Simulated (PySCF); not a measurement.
ClFH5NSi2, SMILES [SiH2](F)[Si@@H](N)Cl.

The structure is a stationary point at r2SCAN-D4/def2-SVP. The structure was generated by enumeration; whether it is a known compound was not checked. Other conformers were not sampled.

These are SMD-PBE0/6-31G* (PySCF) values and carry that method's errors.

Solvation free energies are E(SMD) − E(gas) at the gas-phase geometry, for 1 M in both phases. In vacuum the dipole moment is 2.02 D.

Computed solvation free energies in water, toluene, tetrahydrofuran:
| solvent | ΔG(solv) (kcal/mol) | its non-electrostatic (CDS) part | dipole (D) |
|---|---|---|---|
| water | -2.6 | 4.2 | 2.55 |
| toluene | -3.4 | -0.3 | 2.27 |
| tetrahydrofuran | -5.2 | 0.4 | 2.46 |
